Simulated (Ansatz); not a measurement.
Frontier orbitals of C$_{2}$H$_{3}$IO (`CC(=O)I`).

Total charge 0; spin multiplicity 1. Correlated methods include outer-core shells of I, which these sets cover unevenly. I takes the def2 core potential. The structure was optimised at the PBE0-D4/def2-TZVP level. Basis def2-TZVPP, Ansatz.

```
functional  HOMO (eV)  LUMO (eV)  gap (eV)
       PBE      -6.33      -2.36      3.97
      PBE0      -7.53      -1.25      6.28
   r2SCANh      -7.06      -1.74      5.32
 CAM-B3LYP      -8.82      -0.03      8.79
   ωB97M-V      -9.70       0.92     10.62
```

Against PBE, PBE0 changes HOMO and LUMO by −1.20 and +1.11 eV, ωB97M-V by −3.37 and +3.27 eV. A gap of 3.97 eV thus becomes 10.62 eV for the same molecule, so an orbital gap means little without its functional. A positive LUMO is unbound and depends on the basis.
